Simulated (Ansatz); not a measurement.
Breaking the Si1–F2 bond in F2H2Si (SMILES F[SiH2]F) (multiplicity 1 held, fragments rigid). Energies count from the point at 1.592 Å.
Geometry at that point (charge 0, multiplicity 1):
```xyz
5

Si     0.2240    -0.1459     0.3605
F     -0.8952    -0.9509    -0.4350
F      0.4091     1.2675    -0.3474
H      1.4898    -0.8862     0.2617
H     -0.2505     0.0788     1.7333
```

R- and RO- levels are restricted; in cc, def2 and unpolarised 6-31G sets they are followed outwards from rest. Unrestricted levels (U-) break spin symmetry where that is lower. Active spaces are followed from a long bond inwards. Curves can end on different states.

Correlated levels freeze the cores.

Codes used: Ansatz (a first-principles code). 

Energies in eV.

| R (Å) | R-SCS-MP2/cc-pV(D+d)Z | U-CCSD/cc-pV(D+d)Z | FIC-NEVPT4(SD) on CASSCF(6,4)/cc-pV(D+d)Z | FIC-MRCISD+Q on CASSCF(6,4)/cc-pV(D+d)Z |
|---|---|---|---|---|
| 1.273 | 3.91 | 3.88 | 3.89 | 3.88 |
| 1.432 | 0.81 | 0.79 | 0.80 | 0.80 |
| 1.592 | 0.00 | 0.00 | 0.00 | 0.00 |
| 1.751 | 0.22 | 0.23 | 0.23 | 0.23 |
| 1.910 | [?] | 0.92 | 0.90 | 0.91 |
| 2.149 | 2.17 | 2.20 | 2.14 | 2.18 |
| 2.387 | 3.41 | 3.45 | 3.36 | 3.40 |
| 2.785 | 5.11 | 5.12 | 4.93 | 4.97 |
| 3.183 | 6.34 | 5.96 | 5.79 | 5.82 |
| 3.661 | [?] | 6.21 | 6.16 | 6.18 |
| 4.297 | 7.73 | 6.26 | 6.34 | 6.28 |
| 5.093 | 7.40 | 6.27 | 6.35 | 6.30 |

Complete the blanks.


- 1.910, R-SCS-MP2/cc-pV(D+d)Z: 0.89
- 3.661, R-SCS-MP2/cc-pV(D+d)Z: 7.28

Doubts at one or more of the structures used: a restricted determinant that unrestricted orbitals would lower (R-SCS-MP2/cc-pV(D+d)Z); a spin-contaminated determinant (U-CCSD/cc-pV(D+d)Z); T1 above 0.05 (U-CCSD/cc-pV(D+d)Z); active orbitals that take no part (FIC-NEVPT4(SD) on CASSCF(6,4)/cc-pV(D+d)Z, FIC-MRCISD+Q on CASSCF(6,4)/cc-pV(D+d)Z).
